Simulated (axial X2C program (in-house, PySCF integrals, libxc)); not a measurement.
## ReSi with a deliberately poor setting

Computed with an in-house all-electron X2C program for linear molecules (integrals from PySCF).

Input:
```json
{
 "zs": [
  75,
  14
 ],
 "q": 0,
 "bas": [
  "dyall-v3z",
  "dyall-v3z"
 ],
 "levels": [
  "PBE0",
  "HF",
  "B97-3",
  "PBE50"
 ],
 "cc": false,
 "r0": 2.47,
 "npts": 10,
 "nst": 2,
 "ntry": 6,
 "opt": {
  "nrad": 20,
  "nth": 14
 }
}
```
```bash
python so2c.py task.json out
```

Keys: zs atomic numbers; q charge; bas basis sets; levels methods; cc coupled cluster on or off; r0 starting distance in Å; npts points on the curve; nst determinants followed; ntry starts of the search; nrad radial grid points; nth angular grid points. HF also brings MP2.

**Question.** One numerical setting was spoiled on purpose. Which, and what came out?

**Answer.** Integration grid too coarse. The grid acts on the functional rows and the state search only. States: spin-free M_S = 3/2, Λ = 0; 2c Ω = 3/2. The apparent results, which are not to be taken for properties of ReSi:

```json
{"Hamiltonian": "spin-free", "level": "PBE0", "points converged": "5 of 5", "Re (Å)": "2.220", "ωe (cm⁻¹)": "360", "De (eV)": "3.22", "curve-fit residual (μEh)": "15"}
{"Hamiltonian": "spin-free", "level": "HF", "points converged": "5 of 5", "Re (Å)": "n/a", "ωe (cm⁻¹)": "n/a", "De (eV)": "n/a", "curve-fit residual (μEh)": "n/a"}
{"Hamiltonian": "spin-free", "level": "MP2", "points converged": "5 of 5", "Re (Å)": "2.223", "ωe (cm⁻¹)": "357", "De (eV)": "2.09", "curve-fit residual (μEh)": "1.6"}
{"Hamiltonian": "spin-free", "level": "B97-3", "points converged": "5 of 5", "Re (Å)": "2.212", "ωe (cm⁻¹)": "378", "De (eV)": "2.96", "curve-fit residual (μEh)": "11"}
{"Hamiltonian": "spin-free", "level": "PBE50", "points converged": "5 of 5", "Re (Å)": "2.254", "ωe (cm⁻¹)": "337", "De (eV)": "2.74", "curve-fit residual (μEh)": "8.1"}
{"Hamiltonian": "2c", "level": "PBE0", "points converged": "5 of 5", "Re (Å)": "2.229", "ωe (cm⁻¹)": "355", "De (eV)": "3.17", "curve-fit residual (μEh)": "14"}
{"Hamiltonian": "2c", "level": "HF", "points converged": "5 of 5", "Re (Å)": "n/a", "ωe (cm⁻¹)": "n/a", "De (eV)": "n/a", "curve-fit residual (μEh)": "n/a"}
{"Hamiltonian": "2c", "level": "MP2", "points converged": "5 of 5", "Re (Å)": "2.231", "ωe (cm⁻¹)": "354", "De (eV)": "2.07", "curve-fit residual (μEh)": "1.8"}
{"Hamiltonian": "2c", "level": "B97-3", "points converged": "5 of 5", "Re (Å)": "2.219", "ωe (cm⁻¹)": "373", "De (eV)": "2.92", "curve-fit residual (μEh)": "10"}
{"Hamiltonian": "2c", "level": "PBE50", "points converged": "5 of 5", "Re (Å)": "2.262", "ωe (cm⁻¹)": "334", "De (eV)": "2.71", "curve-fit residual (μEh)": "7.7"}
```
